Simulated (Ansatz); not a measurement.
`[OH][In]([F])[Br]` and `[OH][Ga]([F])[Br]` differ in one element.

Ansatz, PBE0-D4/def2-TZVP geometries, multiplicity 1. Each molecule was computed in one conformer, which needn't be the lowest.

Elements past krypton have def2 core potentials. Scalar relativity is left out up to krypton.

| property | `[OH][In]([F])[Br]` |
| --- | --- |
| zero-point energy (PBE0-D4/def2-TZVP) / kJ/mol | 41.1 |
| LUMO energy (ωB97M-V/def2-TZVPP) / eV | -0.77 |
| HOMO energy (PBE/def2-TZVPP) / eV | -7.60 |
| LUMO energy (PBE/def2-TZVPP) / eV | -3.60 |
| ideal-gas entropy at 298 K and 1 bar (rigid rotor, harmonic PBE0-D4/def2-TZVP) / J/(mol·K) | 353 |
| size of the dipole moment (B3LYP/def2-TZVPP) / D | 2.56 |

Question: Give the same properties after the change, and the shifts. (Best estimate.)

Answer: Computed: 
```tsv
property	`[OH][Ga]([F])[Br]`	shift
zero-point energy (PBE0-D4/def2-TZVP) / kJ/mol	44.0	2.9
LUMO energy (ωB97M-V/def2-TZVPP) / eV	0.16	0.93
HOMO energy (PBE/def2-TZVPP) / eV	-7.71	-0.11
LUMO energy (PBE/def2-TZVPP) / eV	-2.68	0.92
ideal-gas entropy at 298 K and 1 bar (rigid rotor, harmonic PBE0-D4/def2-TZVP) / J/(mol·K)	336	-17
size of the dipole moment (B3LYP/def2-TZVPP) / D	2.36	-0.20
```

With PBE0 the HOMO falls by 0.13 eV and the LUMO rises by 0.97 eV, so the gap widens by about 1.10 eV. PBE moves the HOMO by -0.11 eV and ωB97M-V by -0.13 eV. Dipoles are sizes alone; their direction can turn.

B3LYP here is the variant with VWN-RPA as its local correlation; programs differ in this.

Spin–orbit coupling is left out; it splits and shifts lone-pair levels of the heavy atoms by tenths of an eV.
